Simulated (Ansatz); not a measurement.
(F)3Sn-S-SiH3 (SiSnH₃SF₃). Total charge 0; singlet. Geometry relaxed at PBE-D4/def2-SVP.

Cartesian coordinates in Å:
```
Sn 1.629 0.391 0.183
F 1.151 -1.494 0.330
F 3.027 0.519 -1.154
F 2.505 0.872 1.845
S -0.408 1.544 -0.309
Si -1.734 -0.213 -0.228
H -1.395 -1.199 -1.302
H -1.711 -0.845 1.129
H -3.065 0.424 -0.494
```

In the def2 sets Sn takes a core potential; there is no spin–orbit coupling.

Task: Estimate the harmonic wavenumbers at RKS PBE-D4/def2-SVP (Ansatz, unscaled). Is this a minimum?

Result: 25, 90, 105, 133, 154, 167, 170, 185, 354, 457, 594, 596, 614, 631, 635, 879, 897, 905, 2186, 2205, 2216 cm⁻¹. Yes, no mode is imaginary beyond noise. Zero-point energy 84.9 kJ/mol. It took 63 s on 2 threads of AMD EPYC 7R13 on a shared host.
